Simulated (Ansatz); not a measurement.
`BCB(C)Cl` + `[CH3][GeH2][SeH]` → `CB(Cl)[SeH]` + `B[CH2][GeH2][CH3]`  (redistribution)

Isolated molecules relaxed with PBE0-D4/def2-TZVP in Ansatz; ΔE leaves out vibrations. CBS: MP2 limit from def2 TZ/QZ plus the TZ coupled-cluster correction, frozen cores. DFT in def2-TZVPP. For Ge, Se outer-core shells are correlated without core-valence functions, which leaves a few kJ/mol of doubt a bond. Scalar relativity is left out up to krypton. Each species was taken in one conformer, which may not be the lowest.

| level | ΔE (kcal/mol) |
| --- | --- |
| PBE0-D4 | 1.1 |
| ωB97M-V | 1.8 |
| PBE | 0.2 |
| r2SCAN | 0.8 |
| MP2/def2-TZVPP | -1.1 |
| HF/def2-QZVPP | 6.7 |
| HF/CBS(def2) | 6.8 |
| MP2/CBS(def2) | -0.9 |

Task: What does CCSD(T)/CBS give? (An estimate is asked.)

Result: The calculation gave: -0.1 kcal/mol. The listed levels differ from it by 1.2, 1.9, 0.3, 0.9, -1.0, 6.8, 6.9, -0.8 kcal/mol.

Largest T1 diagnostic among the species: 0.011.

From PBE to PBE0 (25 % exact exchange), in def2-TZVPP and without D4, ΔE moves by +1.1 kcal/mol. In def2-TZVPP, CCSD(T) changes the Hartree–Fock value by −6.8 kcal/mol (the triples alone add −1.0 kcal/mol) and MP2 by −7.6 kcal/mol.
